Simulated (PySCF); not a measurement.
# State search for BeHg

Unrestricted PBE0; basis Be cc-pVDZ, Hg cc-pVDZ-PP with ECP60; scalar-relativistic core potentials; PySCF 2.14. Outer shells of the fragments: Be 2s2; Hg 5d10 6s2.

Followed along the bond (rough minima from three points):

```
2Ms+1  unpaired  ⟨S²⟩ at the start  R at minimum (Å)  Te (eV)
    1      none               0.00              2.97     0.00
    3  σ ↑, π ↑               2.01              2.28     1.51
    3      σ ↑↑               2.00              2.44     1.77
```

Solutions found at the starting distance of 2.335 Å, counted from the lowest of them; the search is not exhaustive and high or unbound solutions are not listed, so other states can lie among these:

```csv
2Ms+1,unpaired,term,E (eV),⟨S²⟩,⟨Lz²⟩,μ (D)
1,none,¹Σ⁺,0.00,0.00,0.00,0.63
3,"σ ↑, π ↑",³Π,1.29,2.01,1.00,1.06
3,σ ↑↑,³Σ⁺,1.56,2.00,0.00,-1.03
1,"σ ↑, π ↓",mixed,1.83,1.01,1.00,0.94
3,π ↑↑,³Σ⁻,3.82,2.06,0.00,0.68
1,π ↑↓,mixed,4.09,1.00,2.01,0.44
1,none,mixed,4.67,0.00,2.00,-0.01
3,π ↑↑,mixed,6.19,2.02,2.01,-3.60
3,"π ↑, δ ↑",mixed,9.23,2.04,4.56,0.30
3,"π ↑, δ ↑",mixed,9.27,2.02,5.01,0.35
```

A term symbol is given only where ⟨S²⟩ and ⟨Lz²⟩ are close to those of a pure state; real π, δ and φ orbitals otherwise mix terms. A positive dipole means Be(−)Hg(+).

Question: Compare the gap between the two lowest followed solutions at the starting distance with the gap between their minima.

Answer: At PBE0 the second solution (triplet, unpaired electrons σ ↑, π ↑) lies +1.29 eV from the first (singlet, closed shell) at 2.335 Å and +1.51 eV at the minima; the two curves relax by different amounts, since their minima lie near 2.28 and 2.97 Å.

Spin–orbit coupling is left out. Counting both spins, an empty level lies below a filled one in some of these solutions, because spin and occupation are held.
